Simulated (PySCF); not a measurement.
Dipole response of V(2+) (vanadium, charge +2)

[Ar] 3d2 4s1, high-spin 4F determinant (an excited configuration). Computed with PySCF 2.14 in aug-cc-pVTZ (8s7p5d3f2g, 93 functions), with the non-relativistic Hamiltonian (point nucleus). Coupled (time-dependent) response in atomic units; α is the mean over directions.

```csv
method,mean α (bohr³),C₆ (like pair),S(−4)
wB97X-V,27.58,125.2,728.6
```

S(−4) is the Cauchy moment in α(ω) = α(0) + S(−4) ω² + …

α(iu) at wB97X-V:

```
u (hartree)  α(iu) (bohr³)
          0          27.58
     0.0500          25.89
      0.100          21.94
      0.200          14.08
      0.300          9.338
      0.500          5.192
      0.750          3.300
       1.00          2.429
       1.50          1.572
       2.00          1.123
       3.00         0.6568
       5.00         0.3016
```

A single London oscillator, α(iu) = α/(1 + u²/ω²), gives C₆ = (3/4) ω α². Matching the computed C₆ needs ω = 4 × 125.2 / (3 × 27.58²) = 0.219 hartree.

For an ion, C₆ is the dispersion term alone; charge-induced terms of lower order in 1/R come first.
